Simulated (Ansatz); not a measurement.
Consider the formal exchange of groups at the Si–O bond: `F[SiH2]O[SiH3]` + SiH₄ → `F[SiH2][SiH3]` + `O[SiH3]`.

Program: Ansatz. Geometries: PBE0-D4/def2-TZVP. ΔE: electronic, gas phase. CCSD(T)/CBS adds triple-zeta CCSD(T) − MP2 to the extrapolated MP2 energy (def2 sets, frozen cores). This one scheme is used for every species. DFT in def2-TZVPP. B3LYP here is the variant with VWN-RPA as its local correlation; programs differ in this. HSE06 is defined as in plane-wave codes. Each species was taken in one conformer, which may not be the lowest.

Question: Is it downhill or uphill in electronic energy at CCSD(T)/CBS, and by how much? (Estimate.)

Answer: The calculation gave: Uphill: ΔE = +33.6 kcal/mol.

Question: What do these levels give: PBE-D4, r2SCAN-D4, PBE0-D4, r2SCAN0-D4, CAM-B3LYP-D4, PBE-QIDH, PBE0, B3LYP, HSE06, RPA@PBE/def2-TZVPP, SCS-MP2/def2-TZVPP, CCSD(T)/def2-TZVPP? (Estimate.)

Answer: The calculation gave: PBE-D4 27.0, r2SCAN-D4 32.0, PBE0-D4 29.3, r2SCAN0-D4 33.0, CAM-B3LYP-D4 35.1, PBE-QIDH 32.7, PBE0 29.1, B3LYP 33.0, HSE06 29.0, RPA@PBE/def2-TZVPP 34.1, SCS-MP2/def2-TZVPP 36.5, CCSD(T)/def2-TZVPP 34.0 kcal/mol.

Largest T1 diagnostic among the species: 0.012.

From PBE to PBE0 (25 % exact exchange), in def2-TZVPP and without D4, ΔE moves by +2.3 kcal/mol. Leaving LDA and LC-ωPBE aside and taking each functional with its dispersion term where it has one, the values, not all of them listed here, spread over 9.3 kcal/mol, from PBE-D4 to BHLYP-D4. LDA lies +1.4 kcal/mol from PBE without D4. In def2-TZVPP, CCSD(T) changes the Hartree–Fock value by −5.4 kcal/mol (the triples alone add −0.7 kcal/mol) and MP2 by −3.7 kcal/mol.
